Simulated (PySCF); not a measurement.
Spin-rotation constants: `[H][Ga]([H])([H])<-[SH2]`, GaH₅S

Cartesian coordinates in Å; atom numbers follow the order of the lines, from 1:
```xyz
7

Ga    0.1351   -0.2282   -1.0070
S     0.1472   -0.2502    1.5122
H     0.5111    1.0325    1.5663
H    -1.1516    0.0528    1.5615
H     1.6546   -0.1889   -1.2627
H    -0.6454    1.1121   -1.1134
H    -0.6511   -1.5301   -1.2571
```

Method used: GIAO B3LYP/def2-SVP magnetisability, rotational g tensor and spin-rotation constants, non-relativistic, gas phase in PySCF 2.14.0. Geometry: GFN2-xTB.

The calculation is non-relativistic, which matters for the atoms heavier than Zn.

Problem. Give the nuclear spin-rotation constants along the inertial axes (H = +C I·J) beside the isotropic shieldings.

Solution. Rotational constants 47.8631, 3.3007, 3.2928 GHz. A star marks the isotopologue with that one atom substituted, in its own axes.
| atom | isotope | Caa (kHz) | Cbb (kHz) | Ccc (kHz) | mean (kHz) | σ (ppm) |
| --- | --- | --- | --- | --- | --- | --- |
| Ga1 | 69Ga | 69.992 | 4.849 | 4.956 | 26.599 | 1627.2 |
| H3 | 1H | -5.947 | -0.186 | -0.181 | -2.105 | 29.9 |
| H4 | 1H | -5.947 | -0.183 | -0.184 | -2.105 | 29.9 |
| H5 | 1H | -3.569 | 0.008 | -0.181 | -1.248 | 27.3 |
| H6 | 1H | -3.683 | -0.246 | 0.089 | -1.280 | 27.2 |
| H7 | 1H | -3.578 | 0.010 | -0.183 | -1.250 | 27.3 |
| S2 | 33S* | 8.395 | 0.255 | 0.665 | 3.105 | 721.6 |

For the geometry as given, no vibrational averaging.
